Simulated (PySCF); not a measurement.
SiHClBr₂, SMILES Br[SiH](Cl)Br. Heavy atoms are numbered as in [SiH:1]([Cl:2])([Br:3])[Br:4]. Hydrogens are named by the atom that carries them.

Coordinates come from a B3LYP-D3(BJ)/def2-SVP optimisation.

These are PBE/def2-TZVP run with PySCF values and carry that method's errors.

Atomic charges (e), one atom of each kind:

```csv
atom,Mulliken,Löwdin,meta-Löwdin
Si1 (SiH),0.44,-0.67,0.72
Cl2,-0.17,0.26,-0.24
Br3,-0.14,0.22,-0.20
H on Si1,0.02,-0.03,-0.07
```

Computed Mayer and Wiberg (Löwdin basis) orders of the bonds:
```
bond     Mayer  Wiberg
-------  -----  ------
Si1–Cl2   1.22    1.89
Si1–Br3   1.21    1.83
Si1–Br4   1.21    1.83
```
